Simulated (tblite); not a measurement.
Species: C7H8F (doublet state).
Numbering: `[CH:1]#[C:2][CH2:3]/[C:4](=[CH:5]\[CH2:6])[CH2:7][F:8]` (hydrogens: H9 on C1; H10, H11 on C3; H12 on C5; H13, H14 on C6; H15, H16 on C7)
Bond orders are those of one Lewis drawing.

Computed with GFN2-xTB (tblite), gas phase: L-BFGS steps from a force-field or distance-geometry start until the largest atomic force falls under 0.01 eV/Å.

Geometry at step 21:
```
atom  x, y, z in Å
C1      2.3972    1.7828    0.6157
C2      1.6226    1.1222   -0.0117
C3      0.6519    0.3146   -0.7382
C4     -0.2141   -0.4859    0.1898
C5     -1.5950   -0.3900    0.2322
C6     -2.3470    0.6012   -0.3294
C7      0.5388   -1.4656    1.0278
F8     -0.2698   -2.2016    1.8547
H9      3.0809    2.3710    1.1563
H10     1.1899   -0.3776   -1.4063
H11     0.0283    0.9702   -1.3503
H12    -2.1162   -1.1529    0.7948
H13    -3.4181    0.5884   -0.2564
H14    -1.9088    1.4703   -0.7954
H15     1.0834   -2.1891    0.4004
H16     1.2685   -0.9490    1.6746
```

**Question.** Give the atomic forces at this geometry.

**Answer.** 
| atom | Fx (eV/Å) | Fy (eV/Å) | Fz (eV/Å) |
| --- | --- | --- | --- |
| C1 | 0.101 | 0.084 | 0.089 |
| C2 | -0.139 | -0.130 | -0.112 |
| C3 | 0.031 | 0.056 | 0.032 |
| C4 | 0.051 | -0.064 | -0.010 |
| C5 | 0.058 | 0.131 | 0.049 |
| C6 | -0.048 | 0.146 | -0.041 |
| C7 | 0.052 | -0.073 | 0.020 |
| F8 | -0.012 | 0.013 | -0.006 |
| H9 | -0.059 | -0.054 | -0.060 |
| H10 | -0.006 | 0.153 | 0.074 |
| H11 | 0.105 | -0.038 | -0.011 |
| H12 | 0.019 | -0.028 | 0.048 |
| H13 | -0.019 | -0.019 | 0.001 |
| H14 | -0.065 | -0.137 | -0.022 |
| H15 | 0.010 | -0.006 | 0.026 |
| H16 | -0.079 | -0.036 | -0.078 |

The largest, 0.22 eV/Å, acts on C2; the rms over all components is 0.070 eV/Å. The forces sum to zero within rounding, as they must for an isolated molecule in no field.

**Question.** Give the force on C2 in Eh/bohr and in nN.

**Answer.** 0.221 eV/Å ÷ 51.422 = 0.00429 Eh/bohr, and 0.221 eV/Å × 1.602 = 0.35 nN.

**Question.** How far is this geometry from the end of the optimisation?

**Answer.** 0.039 eV above it, and 0.334 Å rms away after alignment. The bonds farthest from their final lengths, with half the difference of the two atoms' forces along the bond (positive lengthens):

```
  bond  now (Å)  final (Å)  force along bond (eV/Å)
C3–H10    1.102      1.095                    -0.05
C7–H16    1.103      1.099                    -0.06
C6–H14    1.079      1.075                    -0.12
 C1–H9    1.052      1.049                    -0.13
 C2–C3    1.457      1.455                    -0.14
 C5–C6    1.365      1.367                    +0.05
```

The angle farthest from its final value is C2–C3–C4, 111.8° against 109.5°.

What follows is the cost of the whole relaxation. The run took 1.9 s wall on one thread, Intel Xeon at 2.50 GHz (x86_64), no GPU, on a shared host.
